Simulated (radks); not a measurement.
Results of a calculation; reference values are marked as such.
Task: All-electron atom: Eu I in [Xe] 4f7 6s1 5f1 (not the ground configuration). Code: a radial shooting solver on a logarithmic mesh with Libxc functionals. Model: Dirac Kohn-Sham, PBE, spin-unpolarised, spherical densities, point nucleus; open shells fill j = l - 1/2 first. Some entries of the table are withheld. Estimate them.

orbital,occ.,eigenvalue (hartree),<1/r> (bohr^-1)
1s1/2,2,-1775.947,70.25
2s1/2,2,-291.6065,16.73
2p1/2,2,-276.6335,(1)
2p3/2,4,-252.8176,(2)
3s1/2,2,-64.27933,(3)
3p1/2,2,-57.81786,6.002
3p3/2,4,-52.96304,5.528
3d3/2,4,-41.79171,5.404
3d5/2,6,-40.73545,5.285
4s1/2,2,-12.88239,2.538
4p1/2,2,-10.38744,2.431
4p3/2,4,-9.31704,2.271
4d3/2,4,-5.21304,2.050
4d5/2,6,-5.02110,2.010
5s1/2,2,-1.79996,0.9626
5p1/2,2,-1.13298,0.8433
5p3/2,4,-0.99351,0.7862
4f5/2,6,(4),1.417
6s1/2,1,-0.24774,(5)
4f7/2,1,(6),1.396
5d3/2,0,-0.20097,(7)
5d5/2,0,-0.19225,(8)
6p1/2,0,-0.14075,(9)
6p3/2,0,-0.12901,(10)
7s1/2,0,-0.05794,0.1210
5f5/2,1,-0.01571,0.06655
5f7/2,0,-0.01571,0.06655

Result: 
(1) 2p1/2 <1/r> (bohr^-1): 16.70
(2) 2p3/2 <1/r> (bohr^-1): 14.82
(3) 3s1/2 <1/r> (bohr^-1): 6.088
(4) 4f5/2 eigenvalue (hartree): -0.26708
(5) 6s1/2 <1/r> (bohr^-1): 0.3246
(6) 4f7/2 eigenvalue (hartree): -0.24452
(7) 5d3/2 <1/r> (bohr^-1): 0.4697
(8) 5d5/2 <1/r> (bohr^-1): 0.4568
(9) 6p1/2 <1/r> (bohr^-1): 0.2560
(10) 6p3/2 <1/r> (bohr^-1): 0.2424
